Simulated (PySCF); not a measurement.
Molecule: `C/N=C/[C@@]12CC[C@@H]1C2`, C7H11N.

Bonds (- single, = double, # triple, : aromatic): C1-N2, N2=C3, C3-C4, C4-C5, C5-C6, C6-C7, C7-C8, C7-C4, C8-C4. C1 carries H9, H10, H11; C3 carries H12; C5 carries H13, H14; C6 carries H15, H16; C7 carries H17; C8 carries H18, H19. Stereochemistry as in C/N=C/[C@@]12CC[C@@H]1C2. H18 is cis to C6 on the ring; H14, H15 are cis to C8 on the ring; H19 is trans to C6 on the ring; H13, H16 are trans to C8 on the ring.

Frames of a GFN2-xTB Langevin trajectory at 200 K; GIAO PBE0/pcSseg-1 shieldings in PySCF, gas phase, non-relativistic; equivalent atoms averaged within each frame.

δ = σ(ref) − σ, references computed at the same level: TMS for ¹³C (σ = 186.93 ppm) and ¹H (σ = 31.72 ppm); NH3 for ¹⁵N (σ = 267.73 ppm). The references are static minima.

Task: How do the shifts (ppm) fluctuate along the trajectory?

Result: 
```csv
time (fs),C3,C1,C8,C4,C6,C5,C7,N2,H12,H9/H10/H11
250,164.1,50.9,29.8,28.7,26.2,26.0,21.2,359.0,7.46,3.73
425,162.3,49.9,25.2,35.8,22.5,23.7,27.6,352.7,7.31,3.20
625,171.3,43.0,29.4,32.9,23.4,25.5,28.3,376.6,6.98,3.13
800,172.0,55.6,28.9,32.6,22.6,26.5,33.7,368.7,7.38,3.51
1000,173.0,55.9,29.9,29.1,21.8,19.5,24.6,357.6,6.53,3.99
mean of frames,168.5,51.0,28.6,31.8,23.3,24.2,27.1,362.9,7.13,3.51
standard deviation,5.0,5.3,1.9,3.0,1.7,2.9,4.6,9.6,0.38,0.36
```

5 frames give an uncertainty of the mean of about the standard deviation over 2.2 at best, since frames this close in time may not be independent; classical motion lacks zero-point vibration, and the reference would need the same averaging.
